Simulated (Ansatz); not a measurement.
Conformational energy of diboron tetrachloride, SMILES B(B(Cl)Cl)(Cl)Cl. Scanned: dihedral Cl1–B2–B4–Cl5; all other coordinates were relaxed at B3LYP-D3(BJ)/def2-SVP. Points at φ and −φ are mirror images.

Geometry of the scan point at -120° (Å):
```
6

Cl     1.6901    -1.3214     0.8135
B      0.8319    -0.0936    -0.1006
Cl     1.7334     0.9828    -1.1533
B     -0.8483     0.0796     0.0572
Cl    -1.8985    -0.1141    -1.3356
Cl    -1.5485     0.4934     1.6123
```

Computed with CCSD(T) on RHF/cc-pVTZ, frozen core // B3LYP-D3(BJ)/def2-SVP (Ansatz, an electronic-structure program).

Scanned values (°): -160, -140, -120, -100, -80, -60, -40, -20, 0, 20, 40, 60, 80, 100, 120, 140, 160, 180.

Locate the minima and the barriers on this grid.

Lower than their neighbours: -100° (0.0 kcal/mol), 100° (0.0 kcal/mol). Higher than their neighbours: 0° (1.9 kcal/mol), 180° (1.9 kcal/mol). The whole profile spans 1.9 kcal/mol.
